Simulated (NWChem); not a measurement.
Molecule: CH5ClOSi; SMILES CO[SiH2]Cl

```xyz
9

Si     0.8786    -0.0783     0.0443
Cl    -0.4937    -1.6281    -0.0421
O      0.1884     1.3292    -0.4625
C     -0.9115     1.9657     0.1348
H      1.9918    -0.3649    -0.8887
H      1.3230     0.0161     1.4634
H     -0.7096     2.2332     1.1879
H     -1.1229     2.8916    -0.4198
H     -1.8127     1.3291     0.1051
```
Atoms are numbered in this order, from 1.

Level: PBE0/def2-SVP (NWChem), optimised geometry, unscaled harmonic frequencies. 

Problem. List the harmonic frequencies with IR intensities, and the thermochemistry.

Solution. 
```json
[
 {"frequency (cm⁻¹)": "80", "IR intensity (km/mol)": "3.6"},
 {"frequency (cm⁻¹)": "101", "IR intensity (km/mol)": "0.4"},
 {"frequency (cm⁻¹)": "184", "IR intensity (km/mol)": "7.5"},
 {"frequency (cm⁻¹)": "301", "IR intensity (km/mol)": "9.3"},
 {"frequency (cm⁻¹)": "547", "IR intensity (km/mol)": "77.8"},
 {"frequency (cm⁻¹)": "641", "IR intensity (km/mol)": "54.8"},
 {"frequency (cm⁻¹)": "740", "IR intensity (km/mol)": "10.3"},
 {"frequency (cm⁻¹)": "788", "IR intensity (km/mol)": "30.5"},
 {"frequency (cm⁻¹)": "913", "IR intensity (km/mol)": "315.4"},
 {"frequency (cm⁻¹)": "950", "IR intensity (km/mol)": "133.2"},
 {"frequency (cm⁻¹)": "1175", "IR intensity (km/mol)": "98.9"},
 {"frequency (cm⁻¹)": "1179", "IR intensity (km/mol)": "5.6"},
 {"frequency (cm⁻¹)": "1226", "IR intensity (km/mol)": "181.8"},
 {"frequency (cm⁻¹)": "1473", "IR intensity (km/mol)": "5.4"},
 {"frequency (cm⁻¹)": "1475", "IR intensity (km/mol)": "2.2"},
 {"frequency (cm⁻¹)": "1478", "IR intensity (km/mol)": "10.2"},
 {"frequency (cm⁻¹)": "2252", "IR intensity (km/mol)": "109.3"},
 {"frequency (cm⁻¹)": "2307", "IR intensity (km/mol)": "98.6"},
 {"frequency (cm⁻¹)": "3024", "IR intensity (km/mol)": "53.5"},
 {"frequency (cm⁻¹)": "3108", "IR intensity (km/mol)": "27.8"},
 {"frequency (cm⁻¹)": "3153", "IR intensity (km/mol)": "19.7"}
]
```

The zero-point energy is 38.7 kcal/mol and the thermal correction to the enthalpy at 298.15 K (with zero-point energy) is 43.1 kcal/mol. The heat capacity Cv is 18.7 cal/(mol K), the entropy at 298.15 K and 1 atm (symmetry number 1) is 78.7 cal/(mol K) and the dipole moment comes out as 1.50 D.

Rigid rotor and harmonic oscillator; modes under 100 cm⁻¹ make the entropy uncertain.
